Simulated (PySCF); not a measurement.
Ge(F)(Br)(OH)2 (BrFGeH2O2), SMILES [OH][Ge]([OH])([F])[Br].

Geometry optimised at PBE-D3(BJ)/def2-SVP. This is a generated structure with no PubChem entry under its InChIKey; it may be hypothetical. Other conformers were not sampled.

Level of theory: PBE-D3(BJ)/def2-SVP (PySCF).

Frequencies are harmonic and unscaled.

Computed normal modes with their intensities:
| mode | ν (cm⁻¹) | IR (km/mol) | moving atoms (share of kinetic energy) |
|---|---|---|---|
| 1 | 109 | 62.9 | H 40 %, O 35 %, F 17 % |
| 2 | 122 | 9.6 | H 58 %, O 22 %, F 13 % |
| 3 | 164 | 1.1 | H 33 %, F 26 %, O 19 %, Ge 13 %, Br 9 % |
| 4 | 184 | 49.8 | H 33 %, O 32 %, Ge 21 %, F 8 % |
| 5 | 222 | 16.6 | O 41 %, Br 26 %, F 23 % |
| 6 | 234 | 23.6 | O 51 %, F 24 %, Ge 15 %, H 8 % |
| 7 | 262 | 74.0 | O 44 %, H 33 %, F 14 % |
| 8 | 326 | 90.9 | Ge 52 %, Br 32 %, O 9 % |
| 9 | 674 | 63.0 | F 49 %, O 41 %, Ge 10 % |
| 10 | 715 | 86.8 | O 49 %, F 27 %, Ge 23 % |
| 11 | 734 | 95.4 | O 72 %, Ge 22 % |
| 12 | 893 | 71.7 | H 91 % |
| 13 | 917 | 91.5 | H 90 %, O 8 % |
| 14 | 3703 | 94.4 | H 94 % |
| 15 | 3717 | 87.4 | H 94 % |
